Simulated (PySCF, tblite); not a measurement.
Dissociation curve of Al2, triplet.

UHF/LANL2DZ = PySCF with unrestricted Hartree-Fock/LANL2DZ, with its core potentials past Ne; UKS-B3LYP/6-311+G** = PySCF 2.14.0 with unrestricted B3LYP/6-311+G**, spherical d; GFN2-xTB, 300 K electronic temperature (tblite); UCCSD(T) = CCSD(T) on UHF/6-31G, 10 core orbitals frozen run with PySCF.

Energies relative to the lowest point of each curve near equilibrium, in kJ/mol; the last columns give the difference from UCCSD(T):

```json
[
 {"R / Å": "2.44", "UHF/LANL2DZ": "37.1", "UKS-B3LYP/6-311+G**": "13.3", "GFN2-xTB": "0.4", "UCCSD(T)": "38.2", "UHF/LANL2DZ − UCCSD(T)": "-1.1", "UKS-B3LYP/6-311+G** − UCCSD(T)": "-24.8", "GFN2-xTB − UCCSD(T)": "-37.7"},
 {"R / Å": "2.57", "UHF/LANL2DZ": "15.9", "UKS-B3LYP/6-311+G**": "7.0", "GFN2-xTB": "0.0", "UCCSD(T)": "14.8", "UHF/LANL2DZ − UCCSD(T)": "1.0", "UKS-B3LYP/6-311+G** − UCCSD(T)": "-7.9", "GFN2-xTB − UCCSD(T)": "-14.8"},
 {"R / Å": "2.66", "UHF/LANL2DZ": "6.6", "UKS-B3LYP/6-311+G**": "1.6", "GFN2-xTB": "5.9", "UCCSD(T)": "6.0", "UHF/LANL2DZ − UCCSD(T)": "0.5", "UKS-B3LYP/6-311+G** − UCCSD(T)": "-4.4", "GFN2-xTB − UCCSD(T)": "-0.1"},
 {"R / Å": "2.73", "UHF/LANL2DZ": "2.4", "UKS-B3LYP/6-311+G**": "0.0", "GFN2-xTB": "12.7", "UCCSD(T)": "2.2", "UHF/LANL2DZ − UCCSD(T)": "0.2", "UKS-B3LYP/6-311+G** − UCCSD(T)": "-2.2", "GFN2-xTB − UCCSD(T)": "10.5"},
 {"R / Å": "2.80", "UHF/LANL2DZ": "0.4", "UKS-B3LYP/6-311+G**": "0.0", "GFN2-xTB": "20.6", "UCCSD(T)": "0.3", "UHF/LANL2DZ − UCCSD(T)": "0.0", "UKS-B3LYP/6-311+G** − UCCSD(T)": "-0.3", "GFN2-xTB − UCCSD(T)": "20.3"},
 {"R / Å": "2.86", "UHF/LANL2DZ": "0.0", "UKS-B3LYP/6-311+G**": "1.1", "GFN2-xTB": "28.1", "UCCSD(T)": "0.0", "UHF/LANL2DZ − UCCSD(T)": "0.0", "UKS-B3LYP/6-311+G** − UCCSD(T)": "1.1", "GFN2-xTB − UCCSD(T)": "28.1"},
 {"R / Å": "3.01", "UHF/LANL2DZ": "3.4", "UKS-B3LYP/6-311+G**": "7.0", "GFN2-xTB": "47.8", "UCCSD(T)": "2.9", "UHF/LANL2DZ − UCCSD(T)": "0.5", "UKS-B3LYP/6-311+G** − UCCSD(T)": "4.0", "GFN2-xTB − UCCSD(T)": "44.9"},
 {"R / Å": "3.17", "UHF/LANL2DZ": "11.6", "UKS-B3LYP/6-311+G**": "16.2", "GFN2-xTB": "69.0", "UCCSD(T)": "9.7", "UHF/LANL2DZ − UCCSD(T)": "1.9", "UKS-B3LYP/6-311+G** − UCCSD(T)": "6.6", "GFN2-xTB − UCCSD(T)": "59.3"},
 {"R / Å": "3.40", "UHF/LANL2DZ": "24.6", "UKS-B3LYP/6-311+G**": "32.1", "GFN2-xTB": "98.6", "UCCSD(T)": "22.7", "UHF/LANL2DZ − UCCSD(T)": "1.9", "UKS-B3LYP/6-311+G** − UCCSD(T)": "9.4", "GFN2-xTB − UCCSD(T)": "75.9"},
 {"R / Å": "3.69", "UHF/LANL2DZ": "35.9", "UKS-B3LYP/6-311+G**": "52.8", "GFN2-xTB": "131.3", "UCCSD(T)": "40.1", "UHF/LANL2DZ − UCCSD(T)": "-4.2", "UKS-B3LYP/6-311+G** − UCCSD(T)": "12.7", "GFN2-xTB − UCCSD(T)": "91.2"},
 {"R / Å": "4.12", "UHF/LANL2DZ": "45.4", "UKS-B3LYP/6-311+G**": "81.2", "GFN2-xTB": "166.4", "UCCSD(T)": "63.1", "UHF/LANL2DZ − UCCSD(T)": "-17.7", "UKS-B3LYP/6-311+G** − UCCSD(T)": "18.1", "GFN2-xTB − UCCSD(T)": "103.3"},
 {"R / Å": "4.52", "UHF/LANL2DZ": "50.3", "UKS-B3LYP/6-311+G**": "102.3", "GFN2-xTB": "183.4", "UCCSD(T)": "77.4", "UHF/LANL2DZ − UCCSD(T)": "-27.2", "UKS-B3LYP/6-311+G** − UCCSD(T)": "24.8", "GFN2-xTB − UCCSD(T)": "105.9"},
 {"R / Å": "4.92", "UHF/LANL2DZ": "53.4", "UKS-B3LYP/6-311+G**": "113.3", "GFN2-xTB": "196.8", "UCCSD(T)": "85.2", "UHF/LANL2DZ − UCCSD(T)": "-31.8", "UKS-B3LYP/6-311+G** − UCCSD(T)": "28.1", "GFN2-xTB − UCCSD(T)": "111.6"},
 {"R / Å": "5.44", "UHF/LANL2DZ": "55.8", "UKS-B3LYP/6-311+G**": "119.9", "GFN2-xTB": "222.1", "UCCSD(T)": "90.0", "UHF/LANL2DZ − UCCSD(T)": "-34.3", "UKS-B3LYP/6-311+G** − UCCSD(T)": "29.9", "GFN2-xTB − UCCSD(T)": "132.1"},
 {"R / Å": "6.01", "UHF/LANL2DZ": "57.2", "UKS-B3LYP/6-311+G**": "123.0", "GFN2-xTB": "224.7", "UCCSD(T)": "92.4", "UHF/LANL2DZ − UCCSD(T)": "-35.3", "UKS-B3LYP/6-311+G** − UCCSD(T)": "30.6", "GFN2-xTB − UCCSD(T)": "132.3"},
 {"R / Å": "6.62", "UHF/LANL2DZ": "57.9", "UKS-B3LYP/6-311+G**": "124.4", "GFN2-xTB": "225.8", "UCCSD(T)": "93.7", "UHF/LANL2DZ − UCCSD(T)": "-35.7", "UKS-B3LYP/6-311+G** − UCCSD(T)": "30.8", "GFN2-xTB − UCCSD(T)": "132.1"},
 {"R / Å": "7.30", "UHF/LANL2DZ": "58.4", "UKS-B3LYP/6-311+G**": "125.0", "GFN2-xTB": "226.3", "UCCSD(T)": "94.3", "UHF/LANL2DZ − UCCSD(T)": "-35.9", "UKS-B3LYP/6-311+G** − UCCSD(T)": "30.7", "GFN2-xTB − UCCSD(T)": "132.0"},
 {"R / Å": "8.28", "UHF/LANL2DZ": "58.7", "UKS-B3LYP/6-311+G**": "125.3", "GFN2-xTB": "226.5", "UCCSD(T)": "94.7", "UHF/LANL2DZ − UCCSD(T)": "-36.1", "UKS-B3LYP/6-311+G** − UCCSD(T)": "30.6", "GFN2-xTB − UCCSD(T)": "131.8"}
]
```

UHF/LANL2DZ is furthest from UCCSD(T) at 8.28 (-36.1 kJ/mol, below); its mean absolute difference over the points is 14.8 kJ/mol.

UKS-B3LYP/6-311+G** is furthest from UCCSD(T) at 6.62 (30.8 kJ/mol, above); its mean absolute difference over the points is 16.5 kJ/mol.

GFN2-xTB is furthest from UCCSD(T) at 6.01 (132.3 kJ/mol, above); its mean absolute difference over the points is 75.8 kJ/mol.

The scan ran from 2.05 to 8.28 Å; beyond the distances shown one of the unrestricted levels run for this scan, shown here or not, changes its spin distribution in one step. The unrestricted determinant behind UHF/LANL2DZ is spin-contaminated at 2.44 Å (<S²> up to 2.3, against 2.00 for a pure triplet). The unrestricted determinant behind UCCSD(T) is spin-contaminated at 2.44 Å (<S²> up to 2.2, against 2.00 for a pure triplet).
